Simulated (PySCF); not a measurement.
C6H15In (SMILES C[CH2][In]([CH2]C)[CH2]C), singlet, geometry from GFN2-xTB (such geometries of metal compounds can be far from the true shape) (all electrons, no relativity); SVWN5/STO-3G (PySCF).

Here is a job for PySCF.
```python
from pyscf import gto, scf, dft

mol = gto.Mole()
mol.atom = '''
    In    0.07649762   -0.22200321    0.00693532
    C     2.02672712    0.15771225   -1.13545282
    C     2.36142183    1.63252338   -1.31068090
    H     1.94066758   -0.33083748   -2.11056739
    H     2.82357011   -0.35209405   -0.58529438
    H     2.45995188    2.12575404   -0.34227827
    H     1.58050189    2.14303965   -1.87522276
    H     3.30396277    1.75910326   -1.84981189
    C    -0.38833693   -2.35436143    0.69839517
    C    -1.78872250   -2.44716336    1.28982773
    H     0.35867416   -2.65031795    1.44040329
    H    -0.28641149   -3.03119926   -0.15454106
    H    -2.54125842   -2.18219544    0.54491415
    H    -1.89692529   -1.76512216    2.13538012
    H    -2.00419206   -3.45898083    1.64236480
    C    -1.45686153    1.39454694    0.51776553
    C    -1.14581916    2.75242261   -0.09509029
    H    -1.50381275    1.47106885    1.60794101
    H    -2.43115501    1.03525521    0.17402415
    H    -1.10938311    2.68711054   -1.18368891
    H    -0.18333376    3.12590196    0.25648098
    H    -1.90969286    3.48758859    0.17147927
'''
mol.basis = 'sto-3g'
mol.verbose = 3
mol.build()

mf = dft.RKS(mol)
mf.xc = 'lda,vwn'
mf.kernel()
mf.analyze()
```

What the program printed (banner, timings and long lists left out):

```
converged SCF energy = -5911.7886448653
**** MO energy ****
MO #1   energy= -972.786316806619  occ= 2
MO #2   energy= -140.461729722494  occ= 2
MO #3   energy= -133.628752399718  occ= 2
MO #4   energy= -133.62647929483   occ= 2
MO #5   energy= -133.626275562811  occ= 2
MO #6   energy= -25.1558824331427  occ= 2
MO #7   energy= -22.6379229121941  occ= 2
MO #8   energy= -22.6284820260136  occ= 2
MO #9   energy= -22.6282394422887  occ= 2
MO #10  energy= -15.1268900706113  occ= 2
MO #11  energy= -15.1236347547972  occ= 2
MO #12  energy= -15.1235851833539  occ= 2
MO #13  energy= -15.1173831060872  occ= 2
MO #14  energy= -15.1172758749383  occ= 2
MO #15  energy= -9.56628203964346  occ= 2
MO #16  energy= -9.56620064424918  occ= 2
MO #17  energy= -9.56403359966297  occ= 2
MO #18  energy= -9.53499184224803  occ= 2
MO #19  energy= -9.53487663531119  occ= 2
MO #20  energy= -9.53049565262167  occ= 2
MO #21  energy= -3.32056293618244  occ= 2
MO #22  energy= -2.31662741004282  occ= 2
MO #23  energy= -2.29531596828505  occ= 2
MO #24  energy= -2.29455484359196  occ= 2
MO #25  energy= -0.614161255560615 occ= 2
MO #26  energy= -0.610496346578741 occ= 2
MO #27  energy= -0.609571204505745 occ= 2
MO #28  energy= -0.481328792544081 occ= 2
MO #29  energy= -0.47810534640062  occ= 2
MO #30  energy= -0.475435664174103 occ= 2
MO #31  energy= -0.336244578441327 occ= 2
MO #32  energy= -0.332557587448986 occ= 2
MO #33  energy= -0.331218447559152 occ= 2
MO #34  energy= -0.320849868923599 occ= 2
MO #35  energy= -0.311199373577708 occ= 2
MO #36  energy= -0.305099165530646 occ= 2
MO #37  energy= -0.260258615063845 occ= 2
MO #38  energy= -0.255305439644061 occ= 2
MO #39  energy= -0.253156489033953 occ= 2
MO #40  energy= -0.24109494487655  occ= 2
MO #41  energy= -0.238818873756662 occ= 2
MO #42  energy= -0.236736651520429 occ= 2
MO #43  energy= -0.201075888411058 occ= 2
MO #44  energy= -0.156981444427818 occ= 2
MO #45  energy= -0.155101068978406 occ= 2
MO #46  energy= -0.13916977803488  occ= 2
MO #47  energy= -0.125422192417628 occ= 2
MO #48  energy= -0.125141070141769 occ= 2
MO #49  energy= -0.0815766741003786 occ= 2
MO #50  energy= -0.0766145459826555 occ= 2
MO #51  energy= 0.0415333852858797 occ= 0
MO #52  energy= 0.124805582430087  occ= 0
MO #53  energy= 0.259248824797288  occ= 0
MO #54  energy= 0.271767703081423  occ= 0
MO #55  energy= 0.381338614455961  occ= 0
MO #56  energy= 0.389508193961591  occ= 0
MO #57  energy= 0.394333471294586  occ= 0
MO #58  energy= 0.415380206454919  occ= 0
 ** Mulliken atomic charges  **
charge of    0In =      0.39409
charge of    1C =     -0.19699
charge of    2C =     -0.17961
charge of    3H =      0.04574
charge of    4H =      0.04543
charge of    5H =      0.05190
charge of    6H =      0.05420
charge of    7H =      0.05147
charge of    8C =     -0.20235
charge of    9C =     -0.17927
charge of   10H =      0.04453
charge of   11H =      0.04434
charge of   12H =      0.05151
charge of   13H =      0.05262
charge of   14H =      0.05018
charge of   15C =     -0.19745
charge of   16C =     -0.17942
charge of   17H =      0.04587
charge of   18H =      0.04589
charge of   19H =      0.05217
charge of   20H =      0.05383
charge of   21H =      0.05132
Dipole moment(X, Y, Z, Debye):  0.08955, -0.04425, -0.03661
```
